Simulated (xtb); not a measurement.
AlCl4, charge -1, singlet, at a GFN2-xTB geometry (such geometries of metal compounds can be far from the true shape), atoms displaced at random by about 0.06 Å a coordinate; xtb 6.7.1 with GFN2-xTB.

The xtb input:
```
$ xtb mol.xyz --gfn 2 --chrg -1 --uhf 0 --ohess --json

# file mol.xyz
5

Cl    -1.61916438    -0.45271228    -1.24436729
Al    -0.00213435     0.07431147    -0.10863994
Cl    -0.01354684     2.06634947     0.65977244
Cl     1.84795710    -0.34437340    -0.96898459
Cl    -0.09000568    -1.28772396     1.75504307
```

The log (banner, timings and long lists left out):

```
   ID    Z sym.   atoms
    1   17 Cl     1, 3-5
    2   13 Al     2

           -------------------------------------------------
          |                Calculation Setup                |
           -------------------------------------------------

           -------------------------------------------------
          |                 G F N 2 - x T B                 |
           -------------------------------------------------

          ...................................................
          :                      SETUP                      :
          :.................................................:
          :  # basis functions                  50          :
          :  # atomic orbitals                  45          :
          :  # shells                           15          :
          :  # electrons                        32          :
          :  max. iterations                   250          :
          :  Hamiltonian                  GFN2-xTB          :
          :  restarted?                      false          :
          :  GBSA solvation                  false          :
          :  PC potential                    false          :
          :  electronic temp.          300.0000000     K    :
          :  accuracy                    1.0000000          :
          :  -> integral cutoff          0.2500000E+02      :
          :  -> integral neglect         0.1000000E-07      :
          :  -> SCF convergence          0.1000000E-05 Eh   :
          :  -> wf. convergence          0.1000000E-03 e    :
          :  Broyden damping             0.4000000          :
          :  net charge                         -1          :
          :  unpaired electrons                  0          :
          ...................................................

 iter      E             dE          RMSdq      gap      omega  full diag
   1    -19.7406037 -0.197406E+02  0.851E+00    8.65       0.0  T
   2    -19.8178816 -0.772779E-01  0.470E+00    7.83       1.0  T
   3    -19.8339863 -0.161048E-01  0.150E+00    7.81       1.0  T
   4    -19.8342369 -0.250556E-03  0.931E-01    7.83       1.0  T
   5    -19.8344091 -0.172188E-03  0.224E-01    7.80       1.0  T
   6    -19.8344542 -0.451548E-04  0.162E-01    7.84       1.0  T
   7    -19.8344045  0.497549E-04  0.144E-01    7.81       1.0  T
   8    -19.8344314 -0.269592E-04  0.121E-01    7.87       1.0  T
   9    -19.8344613 -0.298547E-04  0.616E-02    7.83       1.0  T
[...]
         :: total energy             -19.808640376197 Eh    ::
 * total energy  :   -19.8086404 Eh     change       -0.6289724E-10 Eh
 * total energy  :   -19.8147873 Eh     change       -0.6146907E-02 Eh
 * total energy  :   -19.8148325 Eh     change       -0.4524126E-04 Eh
 * total energy  :   -19.8149128 Eh     change       -0.8024750E-04 Eh
 * total energy  :   -19.8149139 Eh     change       -0.1122331E-05 Eh
 * total energy  :   -19.8149208 Eh     change       -0.6875306E-05 Eh
 * total energy  :   -19.8149196 Eh     change        0.1194453E-05 Eh
 * total energy  :   -19.8149217 Eh     change       -0.2169685E-05 Eh
   *** GEOMETRY OPTIMIZATION CONVERGED AFTER 8 ITERATIONS ***
         :: total energy             -19.814921744569 Eh    ::
[...]
   ------------------------------------------------------------------------
       1     90.33    -1.08909 ( 91.42%)    -0.88120 (  8.58%)    -1.07125
       2     90.43    -1.08846 ( 91.45%)    -0.88088 (  8.55%)    -1.07071
       3    149.13    -0.80003 ( 98.75%)    -0.73274 (  1.25%)    -0.79919
       4    149.18    -0.79983 ( 98.75%)    -0.73264 (  1.25%)    -0.79899
       5    149.18    -0.79982 ( 98.75%)    -0.73263 (  1.25%)    -0.79898
   ------------------------------------------------------------------------

   temp. (K)  partition function   enthalpy   heat capacity  entropy
                                   cal/mol     cal/K/mol   cal/K/mol   J/K/mol
 298.15  VIB   110.                 2918.134     15.201     19.001
         ROT  0.553E+05              888.752      2.981     24.682
         INT  0.608E+07             3806.886     18.182     43.683
         TR   0.212E+28             1481.254      4.968     41.260
         TOT                        5288.1400    23.1501    84.9428   355.4006

       T/K    H(0)-H(T)+PV         H(T)/Eh          T*S/Eh         G(T)/Eh
   ------------------------------------------------------------------------
    298.15    0.842719E-02    0.136022E-01    0.403591E-01   -0.267568E-01
   ------------------------------------------------------------------------

         :::::::::::::::::::::::::::::::::::::::::::::::::::::
         ::                  THERMODYNAMIC                  ::
         :::::::::::::::::::::::::::::::::::::::::::::::::::::
         :: total free energy         -19.841678578759 Eh   ::
         ::.................................................::
         :: total energy              -19.814921744573 Eh   ::
         :: zero point energy           0.005175036903 Eh   ::
         :: G(RRHO) w/o ZPVE           -0.031931871089 Eh   ::
         :: G(RRHO) contrib.           -0.026756834186 Eh   ::
         :::::::::::::::::::::::::::::::::::::::::::::::::::::

optimized geometry written to: xtbopt.xyz

           -------------------------------------------------
          | TOTAL ENERGY              -19.814921744573 Eh   |
          | TOTAL ENTHALPY            -19.801319520202 Eh   |
          | TOTAL FREE ENERGY         -19.841678578759 Eh   |
          | GRADIENT NORM               0.000188664684 Eh/α |
          | HOMO-LUMO GAP               9.075073534650 eV   |
           -------------------------------------------------

normal termination of xtb
```
